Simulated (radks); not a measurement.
The numbers below are computed, except where a source is named.
Q: Excited configurations of neutral zirconium: one electron is placed in a higher orbital outside [Kr] 4d2 5s1. The ground configuration is [Kr] 4d2 5s2. Code: a radial shooting solver on a logarithmic mesh with Libxc functionals. Model: scalar-relativistic Kohn-Sham, r2SCAN, spin-polarised, spherical densities, finite nucleus; open shells are filled with parallel spins first (spin-orbit coupling, left out, can overturn this in heavy ions); meta-GGA in the generalised Kohn-Sham scheme; Fermi nuclear charge, rms radius 4.2694 fm. Excitation = E - E(ground); binding = E(ion) - E, where the ion is the core of charge +1; n* = 1/sqrt(2 binding) in atomic units, and the quantum defect is n - n*.

| outer orbital | excitation (eV) | binding (eV) | n* | quantum defect | eigenvalue (eV) | <r> (bohr) |
|---|---|---|---|---|---|---|
| 5p | 1.635 | 4.489 | 1.741 | 3.259 | -2.451 | 4.646 |
| 6s | 3.809 | 2.314 | 2.425 | 3.575 | -1.432 | 9.287 |
| 6p | 4.402 | 1.721 | 2.812 | 3.188 | -1.037 | 11.80 |
| 6d | 5.207 | 0.916 | 3.854 | 2.146 | -0.522 | 20.60 |
| 6f | 5.687 | 0.436 | 5.585 | 0.415 | -0.271 | 45.23 |
| 7s | 4.947 | 1.176 | 3.402 | 3.598 | -0.744 | 17.93 |
| 7p | 5.154 | 0.969 | 3.747 | 3.253 | -0.608 | 21.71 |
| 7d | 5.517 | 0.606 | 4.736 | 2.264 | -0.374 | 33.38 |
| 7f | 5.797 | 0.326 | 6.462 | 0.538 | -0.211 | 63.38 |

Estimate the row for 5d.

A: excitation (eV) 4.605; binding (eV) 1.519; n* 2.993; quantum defect 2.007; eigenvalue (eV) -0.703; <r> (bohr) 10.69. The Delta-SCF ionisation energy is 6.123 eV (NIST Atomic Spectra Database: 6.634 eV, measured). Self-interaction in the functional shifts the binding energies and quantum defects, so they are the method's values and not measured ones. Open shells are spherical and high-spin; term and fine-structure splittings are not resolved.
